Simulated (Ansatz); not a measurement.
CH₃F₂NSi (`FC1(F)N[SiH2]1`), charge 0, multiplicity 1.

Q: Give a relaxed structure at PBE0-D4/def2-TZVP (the Gaussian-basis code of Ansatz). (Estimate.)

A: The calculation gave: 
Z-matrix (Å, degrees):
```
C
F 1 1.357
N 1 1.390 2 116.7
F 1 1.360 2 105.3 3 -131.1
Si 1 1.856 2 126.6 3 73.0
H 3 1.007 1 128.9 2 -75.4
H 5 1.481 1 120.8 2 153.5
H 5 1.480 1 123.9 2 -5.5
```
